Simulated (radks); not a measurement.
The numbers below are computed, except where a source is named.
Ru I, 44 electrons, occupied as [Kr] 4d7 5s1. Code: a radial shooting solver on a logarithmic mesh with Libxc functionals. Model: Dirac Kohn-Sham, revPBE, spin-unpolarised, spherical densities, finite nucleus; open shells fill j = l - 1/2 first; Fermi nuclear charge, rms radius 4.4809 fm.

Radial electron density D(r) = 4 pi r^2 rho(r):

| r (bohr) | D(r) (e/bohr) |
|---|---|
| 0.001145 | 1.259 |
| 0.001322 | 1.628 |
| 0.001539 | 2.130 |
| 0.001778 | 2.739 |
| 0.002053 | 3.512 |
| 0.002371 | 4.486 |
| 0.00276 | 5.781 |
| 0.003188 | 7.313 |
| 0.003682 | 9.197 |
| 0.004286 | 11.63 |
| 0.00495 | 14.41 |
| 0.005717 | 17.69 |
| 0.006602 | 21.50 |
| 0.007686 | 26.08 |
| 0.008876 | 30.86 |
| 0.01025 | 35.96 |
| 0.01193 | 41.42 |
| 0.01378 | 46.37 |
| 0.01592 | 50.71 |
| 0.01838 | 54.05 |
| 0.0214 | 56.07 |
| 0.02471 | 56.34 |
| 0.02854 | 55.08 |
| 0.03323 | 52.56 |
| 0.03837 | 49.91 |
| 0.04432 | 48.15 |
| 0.05118 | 48.35 |
| 0.05958 | 51.41 |
| 0.06881 | 56.74 |
| 0.07947 | 63.05 |
| 0.09251 | 68.31 |
| 0.1068 | 69.63 |
| 0.1234 | 66.22 |
| 0.1425 | 59.01 |
| 0.1659 | 50.52 |
| 0.1916 | 45.42 |
| 0.2213 | 45.37 |
| 0.2576 | 49.68 |
| 0.2975 | 53.82 |
| 0.3436 | 53.56 |
| 0.3968 | 47.00 |
| 0.4619 | 35.27 |
| 0.5335 | 24.02 |
| 0.6161 | 16.42 |
| 0.7172 | 13.47 |
| 0.8283 | 13.70 |
| 0.9566 | 14.21 |
| 1.105 | 13.35 |
| 1.286 | 10.90 |
| 1.485 | 8.029 |
| 1.715 | 5.473 |
| 1.997 | 3.512 |
| 2.306 | 2.300 |
| 2.663 | 1.518 |
| 3.076 | 0.9942 |
| 3.581 | 0.6106 |
| 4.136 | 0.3599 |
| 4.776 | 0.1950 |
| 5.56 | 0.09172 |
| 6.421 | 0.03977 |
| 7.416 | 0.01485 |
| 8.564 | 0.004591 |
| 9.97 | 0.001042 |
| 11.51 | 0.0001970 |

D(r) has 4 maxima, at r = 0.0236, 0.103, 0.317, 0.957 bohr, and minima at 0.0472, 0.206, 0.752 bohr, inside which lie 2.06, 11.13, 29.16 electrons.
